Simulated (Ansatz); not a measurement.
Input and output for ClGeH$_{6}$N$_{3}$, SMILES `[NH2][Ge]([NH2])([NH2])[Cl]`.

```yaml
crystal:
  periodic: [false, false, false]
  atoms:
    - {symbol: N, position_ang: [-1.443736, 0.864688, -0.455171]}
    - {symbol: Ge, position_ang: [0.219896, 0.348760, 0.066227]}
    - {symbol: N, position_ang: [0.212390, -0.539219, 1.654082]}
    - {symbol: N, position_ang: [1.095486, -0.561280, -1.242248]}
    - {symbol: Cl, position_ang: [1.333561, 2.153807, 0.407713]}
    - {symbol: H, position_ang: [-2.001323, 1.342997, 0.237067]}
    - {symbol: H, position_ang: [-1.989452, 0.158771, -0.926201]}
    - {symbol: H, position_ang: [1.112731, -0.837177, 2.000258]}
    - {symbol: H, position_ang: [-0.461427, -1.286533, 1.731364]}
    - {symbol: H, position_ang: [0.906100, -1.551023, -1.288399]}
    - {symbol: H, position_ang: [1.080976, -0.150688, -2.164093]}
basis:
  gaussian: {orbitals: def2-SVP}
hamiltonian: {xc: {name: r2SCANh}}
```

```sh
$ ansatz run in.yaml --threads 4 --pin off --events-out ev --progress --plain --max-ram 11315MiB
```

Output, abridged:

```
Functional definition: r2SCANh
1217 factors; integrals over basis functions are off by at most 9.8e-4 eV
mean field evaluation 1: about -73578.2251 eV, gradient 8.7e1 eV
mean field evaluation 2: about -73561.8158 eV, gradient 1.2e2 eV
mean field evaluation 4: about -73592.7022 eV, gradient 3.2e0 eV
mean field evaluation 8: about -73592.7913 eV, gradient 1.7e-1 eV
mean field evaluation 16: about -73592.7914 eV, gradient 5.5e-5 eV
mean field -73592.79139492 eV, -2704.4852007778 hartree, gradient 5.5e-5 eV, S^2 0.000000; 0 other end points of the search recorded, 0 dependent functions left out
reference -73592.79140369 eV, -2704.4852011001 hartree; 38, 38 occupied and 84, 84 virtual orbitals, 1217 factors
Total energy: -73592.79140369 eV, -2704.4852011001 hartree
```

It took 2.2 s on 4 threads of an Intel Xeon Platinum 8375C on a shared host, with 0.48 GiB of host memory at the peak.
